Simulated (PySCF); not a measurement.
## Hf(IV) with different ligands

Computed with PySCF 2.14.0, PBE0, def2-SVP on the ligands, density fitting, scalar-relativistic core potentials, no spin-orbit coupling, vacuum. The metal has def2-SVP with ECP60. Each complex is relaxed within the symmetry of a template of the same shape. Distances are means of the shortest metal–ligand contacts, charges and spins Mulliken's; removal energies are rigid, with the ligand's formal charge and no counterpoise, so too large; for an anion taken off a cation in vacuum most of it is the attraction of opposite charges, and multiply charged cations can part far more cheaply with an electron moved from ligand to metal.

```csv
complex,point group,M–first ligand (Å),charge on M (e),HOMO–LUMO gap (eV),removal of one first-named ligand (eV),"strongest infrared band, degenerate modes summed (cm⁻¹)",unstable modes (below −25 cm⁻¹)
[Hf(OH)3(H2O)]+,C1,1.894,1.31,8.08,17.98,3962,0
[HfCl3(NH3)]+,C3v,2.297,1.00,6.96,15.17,3524,0
[Hf(NH2)3(H2O)]+,Cs,2.002,1.09,6.73,17.29,634,0
[HfH3(H2O)]+,Cs,1.805,1.31,6.06,16.37,1863,0
```

Problem. What does the calculation give for [HfF3(H2O)]+?

Solution. point group: Cs, M–first ligand (Å): 1.872, charge on M (e): 1.57, HOMO–LUMO gap (eV): 10.21, removal of one first-named ligand (eV): 18.66, strongest infrared band, degenerate modes summed (cm⁻¹): 3791, unstable modes (below −25 cm⁻¹): 0.
```xyz
7

Hf    0.0292   -0.0406    0.0406
F     1.0414    1.1491    1.0733
F    -1.1012   -1.0953    1.0953
F     1.0414   -1.0733   -1.1491
O    -1.2174    1.2285   -1.2285
H    -1.5481    2.1209   -1.0136
H    -1.5481    1.0136   -2.1209
```

One start shape was tried for each, so a minimum needn't be the lowest isomer.
